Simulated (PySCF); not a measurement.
Breaking a bond: LiNa, singlet.

Levels of theory: UHF/cc-pVTZ (PySCF); RHF/cc-pVTZ (PySCF); UKS-TPSSh = unrestricted TPSSh/cc-pVTZ (PySCF); RKS-TPSSh = PySCF with restricted TPSSh/cc-pVTZ; UKS-BHandHLYP = PySCF with unrestricted BHandHLYP/cc-pVTZ; RKS-BHandHLYP = restricted BHandHLYP/cc-pVTZ (PySCF).

Scanned distances (Å): 2.32, 2.50, 2.64, 2.75, 2.83, 2.93, 3.02, 3.09, 3.28, 3.39, 3.60, 3.93, 4.38, 4.89, 5.35, 5.86, 6.35, 7.20, 7.88, 8.89.

**Question.** Where does the unrestricted solution first break spin symmetry (<S²> of 0.01 or more)?

**Answer.** UHF: already at 2.32 Å; UKS-TPSSh: between 3.39 and 3.60 Å; UKS-BHandHLYP: between 3.60 and 3.93 Å.

```
R / Å  <S²> UHF  E(RHF) − E(UHF) / kcal/mol  <S²> UKS-TPSSh  E(RKS-TPSSh) − E(UKS-TPSSh) / kcal/mol  <S²> UKS-BHandHLYP  E(RKS-BHandHLYP) − E(UKS-BHandHLYP) / kcal/mol
-----  --------  --------------------------  --------------  --------------------------------------  ------------------  ----------------------------------------------
2.32       0.36                         1.1            0.00                                     0.0                0.00                                             0.0
2.50       0.30                         0.7            0.00                                     0.0                0.00                                             0.0
2.64       0.25                         0.5            0.00                                     0.0                0.00                                             0.0
2.75       0.26                         0.5            0.00                                     0.0                0.00                                             0.0
2.83       0.30                         0.7            0.00                                     0.0                0.00                                             0.0
2.93       0.35                         1.0            0.00                                     0.0                0.00                                             0.0
3.02       0.40                         1.3            0.00                                     0.0                0.00                                             0.0
3.09       0.44                         1.6            0.00                                     0.0                0.00                                             0.0
3.28       0.53                         2.6            0.00                                     0.0                0.00                                             0.0
3.39       0.58                         3.3            0.00                                     0.0                0.00                                             0.0
3.60       0.67                         4.9            0.09                                     0.1                0.00                                             0.0
3.93       0.78                         7.9            0.27                                     0.6                0.31                                             0.3
4.38       0.87                        12.6            0.44                                     1.7                0.63                                             2.3
4.89       0.94                        18.2            0.59                                     3.4                0.83                                             5.4
5.35       0.97                        23.0            0.69                                     5.1                0.91                                             8.6
5.86       0.98                        27.9            0.77                                     7.0                0.96                                            11.8
6.35       0.99                        32.0            0.83                                     8.6                0.98                                            14.6
7.20       1.00                        37.8            0.93                                    10.8                1.00                                            18.3
7.88       1.00                        41.4            0.95                                    12.0                1.00                                            20.5
8.89       1.00                        45.5            1.00                                    12.9                1.00                                            22.7
```
